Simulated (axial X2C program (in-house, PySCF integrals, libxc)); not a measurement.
**Correcting the dissociation energy of AlTe for spin–orbit coupling**

A spin-free PBE0 curve (one-electron X2C) was computed with an in-house all-electron X2C program for linear molecules (integrals from PySCF), basis Te dyall-cv3z [11s12p8d4f1g], Al dyall-v3z [8s8p2d1f] (cores contracted in-house), for the state M_S = 1/2, Λ = 0 (beyond evenly filled blocks: σα). It gives D0 = 3.137 eV to Te + Al, which in a spin-free picture are the weighted means of the ground terms.

Measured levels of the ground terms (NIST Handbook of Basic Atomic Spectroscopic Data), in cm⁻¹: Te 3P: J = 2 at 0, J = 0 at 4706.5, J = 1 at 4750.7; Al 2P: J = 1/2 at 0, J = 3/2 at 112.1.

The molecular state has Λ = 0, so it has no first-order lowering.

How far does each ground level lie under the (2J+1)-weighted mean of its term?

Te: (5 × 0 + 1 × 4706.5 + 3 × 4750.7)/9 = 2107 cm⁻¹; Al: (2 × 0 + 4 × 112.1)/6 = 75 cm⁻¹.

Correct D0.

D0 = 3.137 + (0 − 2182)/8065.5 = 2.866 eV at PBE0 with these spin–orbit terms.

Second-order spin–orbit effects in the molecule, which grow quickly with Z, are left out. The state is a single determinant with fixed occupations, the lowest that a limited PBE0 search found. Dissociation energies refer to the lowest single-determinant-based atoms at the same level and basis.
